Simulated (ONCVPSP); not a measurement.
**Before and after: ONCV potential for platinum**

ONCVPSP 4.0.1 input, shortened (lines: element, Z, core and valence counts, functional; n l f; lmax; l rc ep ncon nbas qcut; lloc lpopt rc5 dvloc0; l nproj debl; icmod fcfact rcfact), PBE, fully relativistic:

```
  Pt 78.00    9    5        4      upf
    1    0    2.00
    2    0    2.00
    2    1    6.00
    3    0    2.00
    3    1    6.00
    3    2   10.00
    4    0    2.00
    4    1    6.00
    4    2   10.00
    4    3   14.00
    5    0    2.00
    5    1    6.00
    5    2    9.00
    6    0    1.00
    3
    0    1.75    0.00    3    8    7.20
    1    1.70    0.00    4    8    6.20
    2    1.65    0.00    4    8    5.20
    3    0.60    0.00    3    8   34.20
    4    5    0.55    0.00
    0    2    0.70
    1    2    2.60
    2    2    2.00
    3    2    4.00
    3    4.00    1.25
```

Open shells are filled in proportion to 2j + 1.

All-electron outer shells of the reference configuration (PBE, scalar-relativistic, ld1.x):

```json
{"shell": "4d", "level (eV)": "-306.83", "outermost node (bohr)": "0.20", "outermost maximum (bohr)": "0.42"}
{"shell": "5s", "level (eV)": "-101.82", "outermost node (bohr)": "0.49", "outermost maximum (bohr)": "0.87"}
{"shell": "4f", "level (eV)": "-70.08", "outermost node (bohr)": "–", "outermost maximum (bohr)": "0.38"}
{"shell": "5p", "level (eV)": "-56.02", "outermost node (bohr)": "0.53", "outermost maximum (bohr)": "0.98"}
{"shell": "5d", "level (eV)": "-6.14", "outermost node (bohr)": "0.57", "outermost maximum (bohr)": "1.26"}
{"shell": "6s", "level (eV)": "-5.66", "outermost node (bohr)": "1.14", "outermost maximum (bohr)": "2.38"}
```

Change: f: rc 0.72.

Cutoffs: the cutoffs (Ha) at which the residual kinetic energy of the hardest occupied pseudo-wave falls to 1 and 0.1 mHa per electron; they do not see the model core or the augmentation charge, which bear on the density cutoff. Errors are all-electron minus pseudo energies relative to the spin-unpolarised reference configuration.

**Question.** How do hardness, ghosts and transferability respond?

**Answer.** The potential gets softer (421 Ha and 467 Ha → 352 Ha and 397 Ha); both files keep a bound ghost (p, s); the errors of the 3 common tests hardly move. A larger radius leaves more room for a smooth pseudo-wave, so fewer plane waves are needed.

| quantity | base | changed |
| --- | --- | --- |
| cutoff, loose | 421 Ha | 352 Ha |
| cutoff, tight | 467 Ha | 397 Ha |
| loose cutoff by channel | s 16 Ha, p 16 Ha, d 50 Ha, f 421 Ha | s 16 Ha, p 16 Ha, d 50 Ha, f 352 Ha |
| bound ghosts | s, p3/2, p1/2 | s, p3/2, p1/2 |
| GHOST(+) flags under 300 eV | s at 137.5 eV, d5/2 at 270.8 eV | s at 137.5 eV, d5/2 at 270.8 eV |
| tests with a reliable result | 3 of 4 | 3 of 4 |
| error for 4f14 5s2 5p6 5d9 6s0, meV [ΔE 9.21 eV] | -1.9 | -2.0 |
| error for 4f14 5s2 5p6 5d8 6s0, meV [ΔE 29.19 eV] | -0.7 | -0.7 |
| error for 4f14 5s2 5p6 5d7 6s0, meV [ΔE 61.41 eV] | +3.4 | +3.3 |
| s: phases at 1.78 bohr within 0.05 rad from the reference energy up to (Ha; the scan ends near 5) | 4.2 | 4.2 |
| p3/2: phases at 1.72 bohr within 0.05 rad from the reference energy up to (Ha; the scan ends near 5) | to the end of the scan | to the end of the scan |
| p1/2: phases at 1.72 bohr within 0.05 rad from the reference energy up to (Ha; the scan ends near 5) | to the end of the scan | to the end of the scan |
| d5/2: phases at 1.67 bohr within 0.05 rad from the reference energy up to (Ha; the scan ends near 5) | to the end of the scan | to the end of the scan |
| d3/2: phases at 1.67 bohr within 0.05 rad from the reference energy up to (Ha; the scan ends near 5) | to the end of the scan | to the end of the scan |
| rms error of d²Exc/dni dnj with the model core, mHa | 5.05 | 5.05 |

 A true bound ghost makes a file unfit for plane-wave use even where its test errors are small: the radial tests pick states by their node count and pass the ghost by.
